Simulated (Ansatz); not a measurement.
`C#C[NH][SnH3]` + `CS[SiH3]` → `C[S][SnH3]` + `C#CN[SiH3]` at 600 K and 1 bar (redistribution).

Computed with Ansatz on PBE0-D4/def2-TZVP structures; ΔE is electronic, products minus reactants. CCSD(T)/CBS adds triple-zeta CCSD(T) − MP2 to the extrapolated MP2 energy (def2 sets, frozen cores). Elements past krypton have def2 core potentials. For Sn outer-core shells are correlated without core-valence functions, which leaves a few kJ/mol of doubt a bond.

| species | CCSD(T)/CBS energy (Eh) | H − E (kJ/mol) | S (J/(mol·K)) |
| --- | --- | --- | --- |
| `C#C[NH][SnH3]` | -347.74191 | 201.1 | 431.3 |
| `CS[SiH3]` | -728.52947 | 217.4 | 385.5 |
| `C[S][SnH3]` | -653.46026 | 209.0 | 418.8 |
| `C#CN[SiH3]` | -422.82807 | 210.7 | 397.1 |

H − E and S are ideal-gas, rigid-rotor, harmonic terms from PBE0-D4/def2-TZVP, for one conformer and one mirror image of each species. 1 Eh = 2625.50 kJ/mol, R = 8.31446 J/(mol·K).

Q: By hand: ΔE, ΔH, ΔS and ΔG.

A: ΔE = (-653.46026) + (-422.82807) − (-347.74191) − (-728.52947) = -0.01695 Eh = -44.5 kJ/mol. Δ(H − E) = 209.0 + 210.7 − 201.1 − 217.4 = 1.2, so ΔH = -43.3 kJ/mol. ΔS = 418.8 + 397.1 − 431.3 − 385.5 = -0.9 J/(mol·K). ΔG = -43.3 − 600 × (-0.9)/1000 = -42.8 kJ/mol.

Q: By hand: the equilibrium constant, and the temperature at which ΔG would vanish if ΔH and ΔS stayed fixed.

A: log₁₀ K = −ΔG/(RT ln 10) = 3.7. ΔG = 0 at ΔH/ΔS = 48111 K, far beyond where these terms or the molecules hold.

The number of gas molecules stays the same, so ΔS is small and ΔH decides. A doubt of 5 kJ/mol in ΔE shifts log₁₀ K by 0.4 here. Other conformers and mirror images would add mixing entropy, several J/(mol·K) or more a flexible species. These are equilibria of isolated gas molecules and say nothing of rates. Largest T1 diagnostic: 0.014 (customary marks: 0.02 for closed shells, 0.045 for open ones).
